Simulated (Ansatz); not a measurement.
Gas-phase electronic energies from Ansatz, PBE0-D4/def2-TZVP geometries. CBS: MP2 limit from def2 TZ/QZ plus the TZ coupled-cluster correction, frozen cores. This one scheme is used for every species. Functionals use def2-TZVPP. For Se outer-core shells are correlated without core-valence functions, which leaves a few kJ/mol of doubt a bond. Scalar relativity is left out up to krypton. One conformer a species, not always the lowest.

Consider the ligand exchange at a B–O bond: `C[SiH2]OB(O)O` + `C[SeH]` → `C[Se]B(O)O` + `C[SiH2]O`.

`C[SiH2]OB(O)O`:

Z-matrix (Å, degrees):
```
C
Si 1 1.858
H 1 1.092 2 110.3
H 1 1.094 2 110.3 3 119.7
H 1 1.093 2 111.1 3 -120.4
O 2 1.658 1 111.5 3 61.7
H 2 1.487 1 110.7 3 -60.2
H 2 1.485 1 111.0 3 178.8
B 6 1.362 2 131.0 1 -61.0
O 9 1.367 6 119.8 2 2.1
O 9 1.367 6 121.0 2 -178.0
H 10 0.960 9 112.2 6 -179.3
H 11 0.960 9 111.9 6 0.5
```

`C[SeH]`:

```xyz
6

C     0.394    0.066   -0.372
Se   -0.865    0.658    0.992
H     1.104   -0.644    0.046
H     0.927    0.959   -0.696
H    -0.134   -0.365   -1.219
H    -1.426   -0.674    1.249
```

`C[Se]B(O)O`:

Z-matrix (Å, degrees):
```
C
Se 1 1.950
H 1 1.088 2 106.7
H 1 1.087 2 109.7 3 -119.4
H 1 1.087 2 109.7 3 119.3
B 2 1.959 1 98.6 3 179.9
O 6 1.365 2 121.6 1 -180.0
O 6 1.358 2 119.2 1 -0.0
H 7 0.959 6 114.8 2 -0.0
H 8 0.963 6 111.7 2 -180.0
```

`C[SiH2]O`:

Z-matrix (Å, degrees):
```
C
Si 1 1.863
H 1 1.093 2 111.0
H 1 1.094 2 110.2 3 119.8
H 1 1.093 2 111.5 3 -120.7
O 2 1.652 1 112.6 3 57.7
H 2 1.492 1 108.9 3 -179.5
H 2 1.483 1 110.6 3 -59.4
H 6 0.957 2 117.7 1 68.6
```

CCSD(T)/CBS gives +0.77 eV.

Question: Another level gave +0.79 eV. Which?
A. PBE-D4/def2-TZVPP
B. SCS-MP2/def2-TZVPP
C. CCSD/def2-TZVPP
D. PBE0/def2-TZVPP

Answer: B. SCS-MP2/def2-TZVPP 0.79, CCSD/def2-TZVPP 0.85, PBE0 0.75, PBE-D4 0.69 eV.

Largest T1 diagnostic among the species: 0.011.

From PBE to PBE0 (25 % exact exchange), in def2-TZVPP and without D4, ΔE moves by +0.06 eV. In def2-TZVPP, CCSD(T) changes the Hartree–Fock value by −0.24 eV (the triples alone add −0.04 eV) and MP2 by −0.31 eV.
